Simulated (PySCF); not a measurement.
A structure optimised at PBE-D3(BJ)/def2-SVP, used in a PySCF frequency run:

```
C
F 1 1.3522
F 1 1.3576 2 107.67
F 1 1.3576 2 107.67 3 -116.02
B 1 1.6182 2 112.10 4 -121.99
F 5 1.3193 1 119.41 2 0.00
Cl 5 1.7438 6 120.41 1 180.00
```
Charge 0, spin multiplicity 1.

### Question
Write its SMILES, formula and point group.

### Answer
FB(Cl)C(F)(F)F, CBClF₄, Cs

### Question
What are its rotational constants (standard atomic weights)?

### Answer
3.0498, 1.5790, 1.2817 GHz
